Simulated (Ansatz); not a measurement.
Al₂Cu₃⁺, relaxed as a triplet with UKS r2SCAN-D4/def2-SVP in Ansatz, starting from the r2SCAN-D4/def2-SVP geometry of the charge +1 singlet. Force threshold 0.02 eV/Å.

The relaxation made no stability test and no search for a lower SCF solution. At r2SCAN-D4/def2-SVP a singlet of charge 1 lies 1.15 eV below the triplet, each at its own geometry. The structure comes from a short search, and lower isomers may exist.

Start:

```xyz
5

Al    1.1377   -0.7936   -0.4998
Al   -0.5836   -0.2290    1.3345
Cu   -0.5466    1.0086   -0.8233
Cu    1.2021    1.2675    0.7379
Cu   -1.2097   -1.2535   -0.7493
```

```json
{"step": "1", "energy (eV)": "-147085.2896", "largest force component (eV/Å)": "1.052", "SCF passes": "50"}
{"step": "2", "energy (eV)": "-147085.5029", "largest force component (eV/Å)": "0.398", "SCF passes": "32"}
{"step": "3", "energy (eV)": "-147085.5785", "largest force component (eV/Å)": "0.084", "SCF passes": "32"}
{"step": "4", "energy (eV)": "-147085.5830", "largest force component (eV/Å)": "0.032", "SCF passes": "28"}
{"step": "5", "energy (eV)": "-147085.5831", "largest force component (eV/Å)": "0.008", "SCF passes": "30"}
```

Force components are those of the run's own axes.

End:

```
atom   x (Å)   y (Å)   z (Å)
 Al1   1.212  -0.704  -0.772
 Al2  -0.808  -0.041   1.381
 Cu3  -0.524   0.967  -0.789
 Cu4   1.245   1.128   0.821
 Cu5  -1.125  -1.350  -0.640
```

By distances, no bond broke or formed. The bond that changes most is Al1–Al2, from 2.58 to 3.03 Å (atoms count from 1).

No frequencies were taken in this run, so the end may be a saddle point.

Hardware: 4 threads of Arm Neoverse V1 on a shared host. Wall time 35 s.
